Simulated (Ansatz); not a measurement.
Si2Au4⁻, relaxed as a doublet with UKS r2SCAN-D4/def2-SVPD in Ansatz, starting from the GFN2-xTB geometry. Force threshold 0.02 eV/Å.

In the def2 sets Au takes a core potential; there is no spin–orbit coupling. Another isomer (doublet) lies 1.47 eV lower at PBE0-D4/def2-TZVPD; other spin states weren't run for this one.

Start:

```csv
atom,x (Å),y (Å),z (Å)
Au1,-2.928,0.626,-1.074
Au2,1.786,1.424,-3.148
Au3,-0.882,-0.216,0.489
Au4,-0.472,0.985,-2.016
Si5,1.909,-1.781,3.625
Si6,0.587,-1.039,2.124
```

```csv
step,energy (eV),largest force component (eV/Å),SCF passes
1,-30533.0879,1.091,57
2,-30533.1261,0.251,45
3,-30533.1343,0.043,43
4,-30533.1397,0.046,43
5,-30533.1416,0.083,40
6,-30533.1425,0.042,42
7,-30533.1427,0.002,44
```

Force components are those of the run's own axes.

End:

```tsv
atom	x (Å)	y (Å)	z (Å)
Au1	-2.8250	0.5577	-0.9517
Au2	1.6559	1.5156	-3.3244
Au3	-0.6088	-0.1770	0.4226
Au4	-0.5223	1.0137	-2.0947
Si5	1.6931	-1.8712	3.8067
Si6	0.6071	-1.0388	2.1416
```

By distances, no bond broke or formed. The bond that changes most is Au3–Si6, from 2.35 to 2.28 Å (atoms count from 1).

No frequencies were taken in this run, so the end may be a saddle point.

It took 1.7 min on 4 threads of Arm Neoverse V1 on a shared host.
